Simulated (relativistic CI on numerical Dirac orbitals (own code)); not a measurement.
**Radial parameters of Dy²⁺**

Calculated at this level of theory: Dirac-Coulomb-Breit CI, separate exchange-only KLI orbitals for each configuration, model QED (radiative potential, 1s self-energy scaled to tabulated hydrogen-like ionisation energies), valence Slater integrals scaled by 0.85, P86 correlation energy added to each configuration (own radial code, finite nucleus).

Slater integrals F^k, G^k are unscaled and averaged over j, outside the closed core [Kr] 4d10 5s2; ζ comes from projecting the Hamiltonian with its Breit term on Σ l·s of the shell.

- 4f¹⁰5p⁶: F^2(4f,4f) = 111430, F^4(4f,4f) = 69321, F^6(4f,4f) = 49710, ζ(4f) = 1801 cm⁻¹; <r>(4f) = 0.8589, <r^2>(4f) = 0.9919 (bohr units).
- 4f⁹5p⁶6s: F^2(4f,4f) = 119460, F^4(4f,4f) = 74709, F^6(4f,4f) = 53681, ζ(4f) = 1913.5, G^3(4f,6s) = 2949 cm⁻¹; <r>(4f) = 0.8064, <r^2>(4f) = 0.846, <r>(6s) = 3.336, <r^2>(6s) = 12.43 (bohr units).
- 4f⁹5p⁶6p: F^2(4f,4f) = 119640, F^4(4f,4f) = 74826, F^6(4f,4f) = 53766, ζ(4f) = 1910.6, F^2(4f,6p) = 7858, G^2(4f,6p) = 2079.3, G^4(4f,6p) = 1874.8, ζ(6p) = 2847.7 cm⁻¹; <r>(4f) = 0.8048, <r^2>(4f) = 0.8404, <r>(6p) = 4.074, <r^2>(6p) = 18.5 (bohr units).

For a near-neutral ion this model can misplace configurations by up to about 10,000 cm⁻¹ (more where the count of f electrons changes) and terms by 10 to 25 % of their spread. Rates follow the energies as ν³ (E1, M1) or ν⁵ (E2), so they and the lifetimes can be off by large factors. The fine structure of a lone outer electron comes out too small, for d and f at times inverted, and misplaced configurations move strength between like terms.

Averages of the first 5 configurations, taken without configuration mixing, which lowers the lowest level and can move excited configurations by several eV; other configurations of the list can lie among them:

```
Configuration  Parity  States  Average energy above the lowest level (eV)
      4f¹⁰5p⁶    even    1001                                         5.5
     4f⁹5p⁶6s     odd    4004                                         8.3
     4f⁹5p⁶6p    even   12012                                        12.7
     4f⁹5p⁶7s     odd    4004                                        17.8
      4f¹²5p⁴    even    1365                                        61.5
```
